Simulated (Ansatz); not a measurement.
`BCBCl` + HBr → `ClBBr` + `BC` at 400 K and 1 bar (ligand exchange at a B–C bond).

Program: Ansatz. Geometries: PBE0-D4/def2-TZVP. ΔE: electronic, gas phase. CCSD(T)/CBS is the MP2 limit (def2-TZVPP, def2-QZVPP) plus CCSD(T) − MP2 in def2-TZVPP, frozen cores. This one scheme is used for every species. For Br outer-core shells are correlated without core-valence functions, which leaves a few kJ/mol of doubt a bond. Scalar relativity is left out up to krypton. Each species was taken in one conformer, which may not be the lowest.

```tsv
species	CCSD(T)/CBS energy (Eh)	H − E (kJ/mol)	S (J/(mol·K))
`BCBCl`	-550.44841	187.8	343.9
HBr	-2573.91920	27.6	207.2
`ClBBr`	-3058.55678	55.3	301.3
`BC`	-65.83255	164.9	265.6
```

H − E and S are ideal-gas, rigid-rotor, harmonic terms from PBE0-D4/def2-TZVP, for one conformer and one mirror image of each species. 1 Eh = 2625.50 kJ/mol, R = 8.31446 J/(mol·K).

By hand: ΔE, ΔH, ΔS and ΔG.

ΔE = (-3058.55678) + (-65.83255) − (-550.44841) − (-2573.91920) = -0.02172 Eh = -57.0 kJ/mol. Δ(H − E) = 55.3 + 164.9 − 187.8 − 27.6 = 4.8, so ΔH = -52.2 kJ/mol. ΔS = 301.3 + 265.6 − 343.9 − 207.2 = 15.8 J/(mol·K). ΔG = -52.2 − 400 × (15.8)/1000 = -58.5 kJ/mol.

By hand: the equilibrium constant, and the temperature at which ΔG would vanish if ΔH and ΔS stayed fixed.

log₁₀ K = −ΔG/(RT ln 10) = 7.6. ΔH and −TΔS have one sign here, so there is no such temperature.

ΔH outweighs TΔS. A doubt of 5 kJ/mol in ΔE shifts log₁₀ K by 0.7 here. Other conformers and mirror images would add mixing entropy, several J/(mol·K) or more a flexible species. These are equilibria of isolated gas molecules and say nothing of rates. Largest T1 diagnostic: 0.012 (customary marks: 0.02 for closed shells, 0.045 for open ones).
